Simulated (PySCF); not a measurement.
# Hartree-Fock beside MP2: BFH3NSi

All numbers below are calculated, not measured. The program is PySCF 2.14.0, an open-source quantum chemistry code, run on an isolated molecule that a program drew, which may never have been made. The molecule is BFH3NSi (charge 0, singlet), drawn as the SMILES string `N=[SiH]BF`.

The geometry was optimised and harmonic frequencies were computed with HF and MP2, all in the cc-pV(D+d)Z basis, for the commonest isotopes, with a restricted reference for singlets and an unrestricted one otherwise, and a frozen core in MP2. Each result is a local minimum of its method.

Geometry at the HF minimum:
```xyz
7
BFH3NSi, angstrom
N    -1.2962   -3.0352    1.1633
Si   -0.2931   -1.8599    0.8317
B     0.1914   -1.5828   -1.1266
F     1.0298   -0.6097   -1.4615
H    -1.5963   -3.2519    2.0975
H     0.3344   -0.9337    1.8054
H    -0.2533   -2.2685   -1.9987
```

Lengths of the bonds as drawn, in Å (atoms numbered as above):
```
  bond     HF    MP2
N1-Si2  1.580  1.632
Si2-B3  2.036  2.026
 B3-F4  1.327  1.342
 N1-H5  1.005  1.029
Si2-H6  1.483  1.491
 B3-H7  1.195  1.205
```

Rotational constants, in GHz:
| constant | HF | MP2 |
|---|---|---|
| A | 27.27 | 25.56 |
| B | 2.711 | 2.696 |
| C | 2.466 | 2.439 |

Harmonic frequencies in cm^-1, each column in rising order, so a row needn't be the same motion in every method:
```
rank    HF   MP2
   1    69    84
   2   171   157
   3   333   318
   4   489   454
   5   647   637
   6   728   729
   7   788   737
   8   863   833
   9   906   844
  10  1143  1033
  11  1206  1109
  12  1334  1297
  13  2305     ?
  14  2765  2691
  15  3813  3534
```

**Estimate the missing MP2 frequency from the HF column.**

A single factor s that minimises the squared misfit of MP2 against s times HF over the other rows is sum(HF x MP2) / sum(HF^2) = 0.9434, with an rms misfit of 36 cm^-1. For rank 13 it gives 0.9434 x 2305 = 2175 cm^-1. The calculation gives 2241 cm^-1, 66 cm^-1 above the estimate. The drawn bonds are on average 1.3 % longer in MP2 than in HF.
